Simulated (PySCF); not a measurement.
# What a mistake does to a calculation on GeH4NOSi cation

Calculated results; nothing here was measured. They come from PySCF 2.14.0, an open-source quantum chemistry program, on an isolated molecule that a program drew, which may never have been made. The molecule is GeH4NOSi cation (charge +1, singlet), drawn as the SMILES string `[OH][GeH+][N]=[SiH2]`.

Each row is a Hartree-Fock (HF) and frozen-core CCSD(T) single point in the cc-pV(D+d)Z basis, meant for a local HF minimum. Run 1 is clean. Each other run has one planted mistake out of seven kinds, and not every kind appears here: one electron removed, one electron added, multiplicity raised by two, geometry at a saddle point, minimal basis STO-3G, one bond length entered in bohr, all coordinates scaled. The reference is restricted for singlets and unrestricted otherwise, and also for a bond in bohr. Adding or removing an electron swaps singlet and doublet. Electrons count all cores. HOMO and LUMO are orbital energies over both spins, the gradient is its largest component, and the lowest frequency (negative if imaginary) is given only where the gradient is small. Bond lengths are over the 7 bonds as drawn. T1 is the CCSD diagnostic: over 0.02 (restricted) or 0.045 (unrestricted) a single reference is doubtful. Germanium has the cc-pVDZ-PP basis, with a core potential (ECP10MDF) in place of its 10 inner electrons, and its 3s, 3p and 3d shells are frozen in CCSD(T).

Geometry of the clean run:
```xyz
8
GeH4NOSi cation, angstrom
O    -0.6954   -1.4947    2.3742
Ge   -0.0994   -1.7890    0.7992
N     1.4988   -1.4569    0.3675
Si    2.9778   -1.1776   -0.1267
H    -0.1230   -1.1331    3.0422
H    -1.1605   -2.3574   -0.0914
H     3.3612    0.1109   -0.6991
H     4.0233   -2.1927   -0.0196
```

```
run,electrons,basis functions,<S^2>,HOMO (eV),LUMO (eV),gradient (hartree/bohr),lowest frequency (cm^-1),mean bond (Å),longest bond (Å),T1,HF (hartree),CCSD(T) (hartree),mistake
1,64,94,0.000,-16.27,-3.40,9.6e-06,101,1.4790,1.709,0.0198,-713.71605,-714.28008,no fault
2,64,94,0.000,-16.23,-4.18,5.6e-05,-114,1.4846,1.715,0.0185,-713.71115,-714.27369,geometry at a saddle point
3,64,94,0.000,-15.93,-3.50,2.9e-02,-,1.5293,1.768,0.0221,-713.70479,-714.27994,all coordinates scaled
4,65,94,0.769,-4.64,1.13,1.0e-01,-,1.4790,1.709,0.0195,-713.85657,-714.43423,one electron added
5,64,94,1.073,-12.97,-5.99,3.3e-02,-,1.6803,2.994,0.0263,-713.53358,-714.06707,one bond length entered in bohr
6,64,94,2.033,-11.30,-6.15,1.7e-01,-,1.4790,1.709,0.0220,-713.57419,-714.10394,?
```

**Which mistake was planted in run 6, and what did it cost?**

Electrons, basis and geometry are unchanged, and <S^2> is 2.033, beside S(S+1) = 2.00 for a multiplicity of 3. So the mistake is: multiplicity raised by two. Subtracting run 1 and multiplying by 627.51 kcal/mol a hartree, the energy moved by 89.0 kcal/mol in HF and 110.5 kcal/mol in CCSD(T).

Cautions from the logs. Run 3: T1 is over the limit, so its CCSD(T) energy is less reliable.
